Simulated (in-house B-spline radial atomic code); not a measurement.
A fraction x of an electron is added to 2s in Li, starting from [He] 2s1 and keeping the highest spin. Computed with a radial B-spline atomic code at the basis-set limit: non-relativistic LDA PW92, spin-polarised, spherical fractional occupations, point nucleus.

| x | E(x) - E(0) (eV) | 2s down level (eV) |
| --- | --- | --- |
| 0 | 0.0000 | - |
| 0.1 | -0.2028 | -1.887 |
| 0.2 | ? | ? |
| 0.3 | ? | ? |
| 0.4 | -0.6161 | -0.869 |
| 0.5 | -0.6864 | -0.540 |
| 0.6 | -0.7244 | -0.224 |

Question: What belongs in the row x = 0.2?

Answer: An energy change of -0.3746 eV; 2s down at -1.548 eV.

Question: What belongs in the row x = 0.3?

Answer: An energy change of -0.5123 eV; 2s down at -1.207 eV.

Question: Check Janak's theorem between x = 0.4 and 0.5.

Answer: The slope of the energy is -0.70 eV; the orbital levels give -0.70 eV (ε of the filling orbital, averaged over the two points).

Question: Up to what added charge does this functional bind the extra electron?

Answer: The highest level rises by about 3.2 eV per electron near x = 0.6 and would reach zero near x = 0.67, so a whole extra electron isn't bound at the basis-set limit.
